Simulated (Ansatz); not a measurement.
`BN([SiH2][SiH3])[SiH2]Cl` + `[GeH3][SiH2][GeH3]` → `[SiH3][SiH2][GeH2][SiH2][GeH3]` + `BN[SiH2]Cl`  (formal exchange of groups at the Si–N bond)

Isolated molecules relaxed with PBE0-D4/def2-TZVP in Ansatz; ΔE leaves out vibrations. CBS: MP2 limit from def2 TZ/QZ plus the TZ coupled-cluster correction, frozen cores. Functionals use def2-TZVPP. For Ge outer-core shells are correlated without core-valence functions, which leaves a few kJ/mol of doubt a bond. Scalar relativity is left out up to krypton. Each species was taken in one conformer, which may not be the lowest.

| level | ΔE (kJ/mol) |
| --- | --- |
| ωB97X-V | 6.8 |
| HF/def2-QZVPP | 21.6 |

(1) What does CCSD(T)/CBS give? (An estimate is asked.)

Largest T1 diagnostic among the species: 0.013.

Results:

(1) Ansatz gave: +5.1 kJ/mol. The listed levels differ from it by 1.7, 16.5 kJ/mol.

From PBE to PBE0 (25 % exact exchange), in def2-TZVPP and without D4, ΔE moves by +3.9 kJ/mol. In def2-TZVPP, CCSD(T) changes the Hartree–Fock value by −12.5 kJ/mol (the triples alone add −1.4 kJ/mol) and MP2 by −10.3 kJ/mol.
